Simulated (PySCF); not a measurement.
PySCF input file for C3H9Si, SMILES C[SiH]([CH2])C, multiplicity 2, TDA-PBE/def2-SVPD. Geometry optimised at B3LYP-D3(BJ)/def2-SVP. A frequency run showed that this geometry is not a minimum. The isomer is the one that the SMILES or the coordinates give; other isomers of the formula were not compared.

```python
import numpy as np
from pyscf import gto, scf, dft, tdscf

mol = gto.M(
    atom='''
    C    -0.14066411    1.78157720    0.39068110
    Si   -0.06694375    0.08563621   -0.36901088
    C    -1.39016412   -1.03672349    0.38421114
    C     1.63302938   -0.69081191   -0.08292598
    H    -0.39576703    2.68820138   -0.16948711
    H     0.06395535    1.95327715    1.45507891
    H    -0.31266881    0.21542863   -1.83880891
    H    -1.34537872   -2.04467786   -0.06050517
    H    -2.40117577   -0.63304221    0.21695297
    H    -1.24040605   -1.13811557    1.47177062
    H     2.43309404   -0.08278963   -0.53378822
    H     1.68051907   -1.70066776   -0.52282427
    H     1.84183335   -0.78077199    0.99596614
    ''',
    basis='def2-SVPD',
    charge=0,
    spin=1,
    max_memory=1600,
    verbose=4,
)
mf = dft.UKS(mol, xc='pbe').density_fit(auxbasis='def2-universal-jkfit')
mf.grids.level = 3
mf.conv_tol = 1e-9
mf.max_cycle = 100
mf.kernel()
fine, coarse = mf.grids, dft.Grids(mol).set(level=1).build(with_non0tab=True)
for _ in range(3):  # follow internal instabilities
    mf.grids = coarse
    mo, _, stable, _ = mf.stability(return_status=True, nroots=4)
    mf.grids = fine
    if stable:
        break
    mf.kernel(mf.make_rdm1(mo, mf.mo_occ))
mf.grids = dft.Grids(mol).set(level=1).build(with_non0tab=True)  # coarser grid for the response kernel
td = tdscf.TDA(mf)
td.nstates = 10
td.conv_tol = 1e-4
td.positive_eig_threshold = 1e-6
td.kernel(x0=td.get_init_guess(mf, 15))
td.analyze()
```

Program output:

```
PySCF version 2.14.0

[INPUT] verbose = 4
[INPUT] num. atoms = 13
[INPUT] num. electrons = 41
[INPUT] charge = 0
[INPUT] spin (= nelec alpha-beta = 2S) = 1
[INPUT] symmetry False subgroup None
[INPUT] Mole.unit = angstrom
[INPUT] Symbol           X                Y                Z      unit          X                Y                Z       unit  Magmom
[INPUT]  1 C     -0.140664110000   1.781577200000   0.390681100000 AA   -0.265816643456   3.366692977769   0.738280281044 Bohr   0.0
[INPUT]  2 Si    -0.066943750000   0.085636210000  -0.369010880000 AA   -0.126505353251   0.161828983246  -0.697329500185 Bohr   0.0
[INPUT]  3 C     -1.390164120000  -1.036723490000   0.384211140000 AA   -2.627029454997  -1.959123463003   0.726053828607 Bohr   0.0
[INPUT]  4 C      1.633029380000  -0.690811910000  -0.082925980000 AA    3.085978281568  -1.305445313488  -0.156707390811 Bohr   0.0
[INPUT]  5 H     -0.395767030000   2.688201380000  -0.169487110000 AA   -0.747891295833   5.079964375878  -0.320284219544 Bohr   0.0
[INPUT]  6 H      0.063955350000   1.953277150000   1.455078910000 AA    0.120858095701   3.691158858871   2.749700629531 Bohr   0.0
[INPUT]  7 H     -0.312668810000   0.215428630000  -1.838808910000 AA   -0.590858418594   0.407101110090  -3.474845235310 Bohr   0.0
[INPUT]  8 H     -1.345378720000  -2.044677860000  -0.060505170000 AA   -2.542397314618  -3.863881168362  -0.114338200420 Bohr   0.0
[INPUT]  9 H     -2.401175770000  -0.633042210000   0.216952970000 AA   -4.537564582242  -1.196276402189   0.409981695211 Bohr   0.0
[INPUT] 10 H     -1.240406050000  -1.138115570000   1.471770620000 AA   -2.344027717754  -2.150726725403   2.781243389981 Bohr   0.0
[INPUT] 11 H      2.433094040000  -0.082789630000  -0.533788220000 AA    4.597881370912  -0.156449726654  -1.008713544319 Bohr   0.0
[INPUT] 12 H      1.680519070000  -1.700667760000  -0.522824270000 AA    3.175720789409  -3.213796295278  -0.987994681576 Bohr   0.0
[INPUT] 13 H      1.841833350000  -0.780771990000   0.995966140000 AA    3.480560598590  -1.475445226832   1.882103233940 Bohr   0.0

nuclear repulsion = 164.816960558974
number of shells = 70
number of NR pGTOs = 222
number of NR cGTOs = 156
basis = def2-SVPD
ecp = {}


[settings echo left out]
init E= -408.466123497458
  alpha nocc = 21  HOMO = -0.232341214016835  LUMO = -0.0258242966874684
  beta  nocc = 20  HOMO = -0.346361364972681  LUMO = -0.232341214016835

WARN: HOMO -0.232341214016835 >= LUMO -0.232341214016835

cycle= 1 E= -408.588951539133  delta_E= -0.123  |g|= 0.412  |ddm|=  3.1
  alpha nocc = 21  HOMO = -0.124862791542657  LUMO = 0.0252123145909242
  beta  nocc = 20  HOMO = -0.184287930303101  LUMO = -0.0649612070488041
  HOMO = -0.124862791543  LUMO = -0.0649612070488  gap/eV = 1.63001
cycle= 2 E= -408.462499310347  delta_E= 0.126  |g|= 0.617  |ddm|= 1.17
  alpha nocc = 21  HOMO = -0.190202710982517  LUMO = 0.000770052077216032
  beta  nocc = 20  HOMO = -0.26923680762611  LUMO = -0.119824640208068
  HOMO = -0.190202710983  LUMO = -0.119824640208  gap/eV = 1.91508
cycle= 3 E= -408.683165707497  delta_E= -0.221  |g|= 0.0479  |ddm|= 0.716
  alpha nocc = 21  HOMO = -0.199675694323005  LUMO = 0.00241464039313355
  beta  nocc = 20  HOMO = -0.271659082873937  LUMO = -0.126021772792605
  HOMO = -0.199675694323  LUMO = -0.126021772793  gap/eV = 2.00423
cycle= 4 E= -408.684337977197  delta_E= -0.00117  |g|= 0.0256  |ddm|= 0.108
  alpha nocc = 21  HOMO = -0.19471168949019  LUMO = 0.00198431356373074
  beta  nocc = 20  HOMO = -0.272631188116953  LUMO = -0.119535536607068
  HOMO = -0.19471168949  LUMO = -0.119535536607  gap/eV = 2.04565
cycle= 5 E= -408.684713669503  delta_E= -0.000376  |g|= 0.0065  |ddm|= 0.036
  alpha nocc = 21  HOMO = -0.196154322554168  LUMO = 0.00179348943676683
  beta  nocc = 20  HOMO = -0.272209997115541  LUMO = -0.120286015341886
  HOMO = -0.196154322554  LUMO = -0.120286015342  gap/eV = 2.06448
cycle= 6 E= -408.684741907703  delta_E= -2.82e-05  |g|= 0.00163  |ddm|= 0.0133
  alpha nocc = 21  HOMO = -0.195950736898735  LUMO = 0.00185887842735211
  beta  nocc = 20  HOMO = -0.271971691920608  LUMO = -0.119810213184804
  HOMO = -0.195950736899  LUMO = -0.119810213185  gap/eV = 2.07189
cycle= 7 E= -408.684743826159  delta_E= -1.92e-06  |g|= 0.000407  |ddm|= 0.00352
  alpha nocc = 21  HOMO = -0.196017271927222  LUMO = 0.00184974787509562
  beta  nocc = 20  HOMO = -0.272102473343268  LUMO = -0.119805465492018
  HOMO = -0.196017271927  LUMO = -0.119805465492  gap/eV = 2.07383
cycle= 8 E= -408.684743965284  delta_E= -1.39e-07  |g|= 0.000174  |ddm|= 0.00122
  alpha nocc = 21  HOMO = -0.196013966424814  LUMO = 0.00184976014055849
  beta  nocc = 20  HOMO = -0.27207444620695  LUMO = -0.119796557278021
  HOMO = -0.196013966425  LUMO = -0.119796557278  gap/eV = 2.07398
cycle= 9 E= -408.684743983037  delta_E= -1.78e-08  |g|= 8.23e-05  |ddm|= 0.00034
  alpha nocc = 21  HOMO = -0.196014598447769  LUMO = 0.00184931427789392
  beta  nocc = 20  HOMO = -0.272075727875461  LUMO = -0.119797185245735
  HOMO = -0.196014598448  LUMO = -0.119797185246  gap/eV = 2.07398
cycle= 10 E= -408.684743986562  delta_E= -3.53e-09  |g|= 3.27e-05  |ddm|= 0.000135
  alpha nocc = 21  HOMO = -0.196015103274977  LUMO = 0.00184940387199406
  beta  nocc = 20  HOMO = -0.272076973463388  LUMO = -0.119798423456188
  HOMO = -0.196015103275  LUMO = -0.119798423456  gap/eV = 2.07396
cycle= 11 E= -408.684743987178  delta_E= -6.16e-10  |g|= 7.48e-06  |ddm|= 5.1e-05
  alpha nocc = 21  HOMO = -0.196013621872144  LUMO = 0.00184949368239584
  beta  nocc = 20  HOMO = -0.272076272309421  LUMO = -0.119797600898394
  HOMO = -0.196013621872  LUMO = -0.119797600898  gap/eV = 2.07394
Extra cycle  E= -408.684743987154  delta_E= 2.41e-11  |g|= 1e-05  |ddm|= 2.71e-05
converged SCF energy = -408.684743987154  <S^2> = 0.75339329  2S+1 = 2.0033904
tot grids = 44200
uhf_internal: lowest eigs of H = [0.864116   0.88994843 0.89287753 0.89782413]
<class 'pyscf.df.df_jk.DFUKS'> wavefunction is stable in the internal stability analysis
tot grids = 44200
Overwritten attributes  positive_eig_threshold  of <class 'pyscf.tdscf.uks.TDA'>


******** <class 'pyscf.tdscf.uks.TDA'> for <class 'pyscf.df.df_jk.DFUKS'> ********
nstates = 10
deg_eia_thresh = 1.000e-03
wfnsym = None
conv_tol = 0.0001
eigh lindep = 1e-12
eigh level_shift = 0
eigh max_cycle = 100


Excitation energies (eV)
[4.16270697 4.25512823 4.29692544 5.3188424  5.86056009 6.05102747
 6.17328545 6.1944455  6.26688599 6.32022049]

** Excitation energies and oscillator strengths **
Excited State   1:      4.16271 eV    297.85 nm  f=0.0053
      18b ->   21b      0.26004
      20b ->   21b      0.95919
Excited State   2:      4.25513 eV    291.38 nm  f=0.0091
      18b ->   21b     -0.94932
      19b ->   21b      0.12411
      20b ->   21b      0.26730
Excited State   3:      4.29693 eV    288.54 nm  f=0.0323
      18b ->   21b     -0.14428
      19b ->   21b     -0.97794
Excited State   4:      5.31884 eV    233.10 nm  f=0.0262
      21a ->   22a     -0.99902
Excited State   5:      5.86056 eV    211.56 nm  f=0.0042
      21a ->   23a      0.99723
Excited State   6:      6.05103 eV    204.90 nm  f=0.0077
      21a ->   24a     -0.93934
      16b ->   21b      0.32884
Excited State   7:      6.17329 eV    200.84 nm  f=0.0015
      21a ->   25a     -0.28908
      13b ->   21b     -0.14371
      15b ->   21b     -0.88696
      16b ->   21b     -0.29351
Excited State   8:      6.19445 eV    200.15 nm  f=0.0004
      17b ->   21b     -0.99825
Excited State   9:      6.26689 eV    197.84 nm  f=0.0357
      21a ->   24a     -0.30577
      21a ->   25a      0.14593
      15b ->   21b      0.27438
      16b ->   21b     -0.89139
Excited State  10:      6.32022 eV    196.17 nm  f=0.0030
      21a ->   25a     -0.94281
      15b ->   21b      0.32619

** Transition electric dipole moments (AU) **
state          X           Y           Z        Dip. S.      Osc.
  1         0.2279     -0.0074     -0.0164      0.0522      0.0053
  2         0.2846     -0.0563     -0.0544      0.0871      0.0091
  3         0.0318      0.5534      0.0074      0.3073      0.0323
  4         0.4356      0.0718     -0.0778      0.2010      0.0262
  5         0.1638      0.0294     -0.0421      0.0295      0.0042
  6         0.0096     -0.2237     -0.0412      0.0518      0.0077
  7         0.0297     -0.0943     -0.0201      0.0102      0.0015
  8        -0.0136      0.0093     -0.0499      0.0028      0.0004
  9         0.0155     -0.4803     -0.0395      0.2325      0.0357
 10         0.1261     -0.0362     -0.0464      0.0194      0.0030

** Transition velocity dipole moments (imaginary part, AU) **
state          X           Y           Z        Dip. S.      Osc.
  1         0.0167      0.0009     -0.0031      0.0003      0.0013
  2        -0.0038     -0.0046      0.0027      0.0000      0.0002
  3        -0.0010      0.0240     -0.0016      0.0006      0.0024
  4         0.0864      0.0131     -0.0157      0.0079      0.0269
  5         0.0596      0.0097     -0.0143      0.0038      0.0119
  6         0.0032     -0.0322     -0.0017      0.0010      0.0031
  7         0.0112     -0.0110     -0.0034      0.0003      0.0008
  8        -0.0043      0.0061     -0.0166      0.0003      0.0010
  9        -0.0003     -0.0598     -0.0010      0.0036      0.0104
 10         0.0313     -0.0029     -0.0098      0.0011      0.0031

** Transition magnetic dipole moments (imaginary part, AU) **
state          X           Y           Z
  1         0.0201     -0.1630      0.0863
  2        -0.1448      0.2408     -0.4770
  3         0.0074      0.0368     -0.0727
  4         0.1174     -0.1567      0.4514
  5         0.1264     -0.1684      0.4639
  6         0.1467      0.0133      0.0049
  7         0.0640     -0.6346     -0.2583
  8         0.0127      0.0332     -0.0013
  9         0.0647      0.1056      0.0322
 10        -0.0197      0.2653      0.1199
```

The run converged.

Cost: around 3 core-minutes (rough).
